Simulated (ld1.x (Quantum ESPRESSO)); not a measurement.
## Pseudopotential generation for Li (Z = 3): TM, LDA (PZ), scalar-relativistic.

ld1.x (Quantum ESPRESSO) 7.5 was run on this input:

```
&input
   title='Li', zed=3., rel=1, dft='PZ', iswitch=3,
   config='[He] 2s0.5 2p0.5',
   nld=2, rlderiv=4.55, eminld=-2.0, emaxld=5.0, deld=0.02
 /
 &inputp
   pseudotype=2, tm=.true., lloc=1,
   nlcc=.false.,
   file_pseudopw='Li.UPF', file_wfcaegen='ae.wfc', file_wfcncgen='nc.wfc', file_beta='beta', file_chi='chi'
 /
2
2S  1  0   0.50   0.00  2.55  2.55  0.0
2P  2  1   0.50   0.00  4.20  4.20  0.0
 &test
   configts(1)='2s0.5 2p0.5'
 /
```

Command:

```bash
ld1.x < Li.in > Li.out
```

The program printed (shortened: banner, matrices, multipoles, cross overlaps and the repeated all-electron block are left out):

```
Program LD1 v.7.5
     --------------------------- All-electron run ----------------------------

     Li
     scalar relativistic calculation

     atomic number is  3.00
     dft =PZ   lsd =0 sic =0 latt =0  beta=0.20 tr2=1.0E-14
     Exchange-correlation= PZ
                           (   1   1   0   0   0   0   0)
     mesh =1017 r(mesh) =  99.62247 a.u. xmin = -7.00 dx = 0.01250
     1 Ry =  13.60569312 eV, c = 137.03599908

     n l     nl                  e(Ry)          e(Ha)          e(eV)
     1 0     1S 1( 2.00)        -3.8106        -1.9053       -51.8454
     2 0     2S 1( 0.50)        -0.2303        -0.1152        -3.1340
     2 1     2P 1( 0.50)        -0.1015        -0.0507        -1.3805

     final scf error:  1.7E-16 reached in  14 iterations

     Etot =     -14.605415 Ry,      -7.302708 Ha,    -198.716800 eV

     Ekin =      14.415785 Ry,       7.207892 Ha,     196.136742 eV
     Encl =     -33.594449 Ry,     -16.797225 Ha,    -457.075768 eV
     Eh   =       7.844725 Ry,       3.922363 Ha,     106.732922 eV
     Exc  =      -3.271476 Ry,      -1.635738 Ha,     -44.510695 eV

     normalization and overlap integrals

     s(1S/1S) =  1.000000  <r> =   0.5879  <r2> =    0.4750  r(max) =   0.3638
     s(2S/2S) =  1.000000  <r> =   3.9095  <r2> =   18.2685  r(max) =   3.0845
     s(2P/2P) =  1.000000  <r> =   4.9709  <r2> =   30.5016  r(max) =   3.8628

     ------------------------ End of All-electron run ------------------------

     --------------------- Generating NC pseudopotential ---------------------

      Generating local pot.: lloc=1, matching radius rcloc =   4.2000

      Wfc   2S  rcut= 2.525  Using Troullier-Martins method

     ------------------- End of pseudopotential generation -------------------

     Computing logarithmic derivative in   4.57294
     Computing logarithmic derivative in   4.57294
     Computing the partial wave expansion
     R is outside the sphere for l=    0 j= 0.00
       no projector for channel:   1

     ---------------------- Testing the pseudopotential ----------------------

     Li
     scalar relativistic calculation

     atomic number is  3.00   valence charge is  1.00
     dft =PZ   lsd =0 sic =0 latt =0  beta=0.20 tr2=1.0E-14
     mesh =1017 r(mesh) =  99.62247 xmin = -7.00 dx = 0.01250

     n l     nl             e AE (Ry)        e PS (Ry)    De AE-PS (Ry)
     1 0     2S   1( 0.50)       -0.23035       -0.23035        0.00000
     2 1     2P   1( 0.50)       -0.10147       -0.10147        0.00000

     eps = 4.4E-16  iter =  6

     Etot =     -14.605415 Ry,      -7.302708 Ha,    -198.716800 eV
     Etotps =    -0.315694 Ry,      -0.157847 Ha,      -4.295232 eV

     Ekin =       0.202511 Ry,       0.101255 Ha,       2.755296 eV
     Encl =      -0.592195 Ry,      -0.296097 Ha,      -8.057223 eV
     Ehrt =       0.205785 Ry,       0.102893 Ha,       2.799851 eV
     Ecxc =      -0.186993 Ry,      -0.093496 Ha,      -2.544167 eV
     Epseu=       0.055198 Ry,       0.027599 Ha,       0.751011 eV

     ---------------------- End of pseudopotential test ----------------------
```

Generation and configuration tests took about 2.1 s on one core of a shared server CPU.

Transferability test of the new file with ld1.x, input:

```
&input
   title='Li', zed=3., rel=1, dft='PZ', iswitch=2,
   config='[He] 2s0.5 2p0.5'
 /
 &test
   file_pseudo='Li.UPF', nconf=6,
   configts(1)='2s0.5 2p0.5',
   configts(2)='2s1 2p0',
   configts(3)='2s0.5 2p0',
   configts(4)='2s0 2p1',
   configts(5)='2s0.5 2p0.5', lsdts(5)=1,
   configts(6)='2s1 2p0', lsdts(6)=1
 /
```

```bash
ld1.x < Li.test.in > Li.test.out
```

Pseudopotential blocks of its output, shortened (energy terms left out):

```
     ---------------------- Testing the pseudopotential ----------------------

     n l     nl             e AE (Ry)        e PS (Ry)    De AE-PS (Ry)
     1 0     2S   1( 0.50)       -0.23035       -0.23035        0.00000
     2 1     2P   1( 0.50)       -0.10147       -0.10147        0.00000

     eps = 5.5E-16  iter =  6

     Etot =     -14.605415 Ry,      -7.302708 Ha,    -198.716800 eV
     Etotps =    -0.315694 Ry,      -0.157847 Ha,      -4.295232 eV

     ---------------------- End of pseudopotential test ----------------------

          ---------------------- Testing the pseudopotential ----------------------

     n l     nl             e AE (Ry)        e PS (Ry)    De AE-PS (Ry)
     1 0     2S   1( 1.00)       -0.21144       -0.21156        0.00012
     2 1     2P   1( 0.00)       -0.08292       -0.08307        0.00015

     eps = 7.7E-15  iter =  6

     Etot =     -14.669720 Ry,      -7.334860 Ha,    -199.591708 eV
     Etotps =    -0.379990 Ry,      -0.189995 Ha,      -5.170029 eV
     dEtot_ae =      -0.064305 Ry
     dEtot_ps =      -0.064296 Ry,   Delta E=      -0.000008 Ry

     ---------------------- End of pseudopotential test ----------------------

          ---------------------- Testing the pseudopotential ----------------------

     n l     nl             e AE (Ry)        e PS (Ry)    De AE-PS (Ry)
     1 0     2S   1( 0.50)       -0.39112       -0.38899       -0.00213
     2 1     2P   1( 0.00)       -0.24726       -0.24506       -0.00219

     eps = 1.7E-15  iter =  5

     Etot =     -14.519452 Ry,      -7.259726 Ha,    -197.547213 eV
     Etotps =    -0.230028 Ry,      -0.115014 Ha,      -3.129684 eV
     dEtot_ae =       0.085963 Ry
     dEtot_ps =       0.085666 Ry,   Delta E=       0.000297 Ry

     ---------------------- End of pseudopotential test ----------------------

          ---------------------- Testing the pseudopotential ----------------------

     n l     nl             e AE (Ry)        e PS (Ry)    De AE-PS (Ry)
     1 0     2S   1( 0.00)       -0.24578       -0.24587        0.00010
     2 1     2P   1( 1.00)       -0.11633       -0.11634        0.00001

     eps = 2.3E-15  iter =  9

     Etot =     -14.540819 Ry,      -7.270410 Ha,    -197.837924 eV
     Etotps =    -0.251079 Ry,      -0.125539 Ha,      -3.416098 eV
     dEtot_ae =       0.064596 Ry
     dEtot_ps =       0.064615 Ry,   Delta E=      -0.000019 Ry

     ---------------------- End of pseudopotential test ----------------------

          ---------------------- Testing the pseudopotential ----------------------

     n l     nl             e AE (Ry)        e PS (Ry)    De AE-PS (Ry)
     1 0     2S   1( 0.50)       -0.24892       -0.24988        0.00096
     2 1     2P   1( 0.50)       -0.11541       -0.11607        0.00066
     1 0     2S   2( 0.00)       -0.15893       -0.14079       -0.01813  !
     2 1     2P   2( 0.00)       -0.04671       -0.03802       -0.00869  !

     eps = 5.0E-17  iter =  9

     Etot =     -14.619953 Ry,      -7.309977 Ha,    -198.914597 eV
     Etotps =    -0.331609 Ry,      -0.165805 Ha,      -4.511773 eV
     dEtot_ae =      -0.014538 Ry
     dEtot_ps =      -0.015915 Ry,   Delta E=       0.001378 Ry

     ---------------------- End of pseudopotential test ----------------------

          ---------------------- Testing the pseudopotential ----------------------

     n l     nl             e AE (Ry)        e PS (Ry)    De AE-PS (Ry)
     1 0     2S   1( 1.00)       -0.23267       -0.23389        0.00122
     2 1     2P   1( 0.00)       -0.09843       -0.09954        0.00111
     1 0     2S   2( 0.00)       -0.13828       -0.12095       -0.01733  !
     2 1     2P   2( 0.00)       -0.02980       -0.02209       -0.00770  !

     eps = 4.3E-15  iter =  7

     Etot =     -14.686855 Ry,      -7.343427 Ha,    -199.824837 eV
     Etotps =    -0.398615 Ry,      -0.199307 Ha,      -5.423427 eV
     dEtot_ae =      -0.081439 Ry
     dEtot_ps =      -0.082921 Ry,   Delta E=       0.001482 Ry

     ---------------------- End of pseudopotential test ----------------------
```
